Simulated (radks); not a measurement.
The numbers below are computed, except where a source is named.
Species: the dysprosium ion Dy2+. Configuration: [Xe] 4f9 6p1 (not the ground configuration). Code: a radial shooting solver on a logarithmic mesh with Libxc functionals. Model: scalar-relativistic Kohn-Sham, BLYP, spin-unpolarised, spherical densities, point nucleus.

Unscreened Slater integrals over Kohn-Sham orbitals (cm^-1).

integral    value
F0(6p,6p)   50539
F2(6p,6p)   27753
F0(6p,4f)   66626
F2(6p,4f)  8938.9
G2(6p,4f)  2451.1
G4(6p,4f)  2214.9
F0(6p,5p)   63497
F2(6p,5p)   16001
G0(6p,5p)  3209.8
G2(6p,5p)  4355.0
F0(6p,5s)   64496
G1(6p,5s)  5276.6
F0(4f,4f)  253360
F2(4f,4f)  118810
F4(4f,4f)   74223
F6(4f,4f)   53308
F0(4f,5p)  159450
F2(4f,5p)   54752
G2(4f,5p)   28721
G4(4f,5p)   22098
F0(4f,5s)  179480
G3(4f,5s)   33736
F0(5p,5p)  132890
F2(5p,5p)   71605
F0(5p,5s)  142330
G1(5p,5s)   95020
F0(5s,5s)  154720

Derived for the open shells (J is the average intra-shell exchange parameter used in DFT+U). 4f: F4/F2 = 0.625, F6/F2 = 0.449, J = (286 F2 + 195 F4 + 250 F6)/6435 = 9601 cm^-1. 6p: J = F2/5 = 5551 cm^-1.
